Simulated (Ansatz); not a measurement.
C2H6SSi2 (`[SiH3]C#CS[SiH3]`). Total charge 0; spin multiplicity 1. Geometry: relaxed with PBE0-D4/def2-TZVP.

```xyz
11

Si    1.674    1.989   -0.760
C     0.732    0.851    0.295
C     0.100    0.089    0.999
S    -0.759   -0.950    1.996
Si   -1.723   -2.036    0.399
H     3.129    1.812   -0.523
H     1.296    3.391   -0.457
H     1.367    1.693   -2.182
H    -0.698   -2.686   -0.449
H    -2.566   -3.045    1.087
H    -2.552   -1.107   -0.403
```

Problem. What is the dipole moment at ωB97M-V/def2-TZVPP? (Estimate.)

Solution. Ansatz gave: 1.43 D, with components (-0.85, -0.98, -0.60) D in this frame, pointing from negative to positive charge.

Problem. And with PBE, r2SCAN, B3LYP? (An estimate is asked.)

Solution. Computed: PBE 1.41 D, r2SCAN 1.47 D, B3LYP 1.42 D.

Problem. Give the Mulliken charges with ωB97M-V, r2SCAN, PBE in def2-TZVPP. (Estimate.)

Solution. Ansatz gave: 
```tsv
atom	ωB97M-V	r2SCAN	PBE
Si1	0.25	0.40	0.26
C2	-0.06	-0.08	-0.06
C3	-0.20	-0.15	-0.09
S4	-0.08	-0.13	-0.11
Si5	0.16	0.30	0.22
H6	-0.02	-0.07	-0.05
H7	-0.02	-0.07	-0.05
H8	-0.02	-0.07	-0.05
H9	0.00	-0.04	-0.02
H10	0.00	-0.05	-0.04
H11	0.00	-0.04	-0.02
```

B3LYP here is the variant with VWN-RPA as its local correlation; programs differ in this.
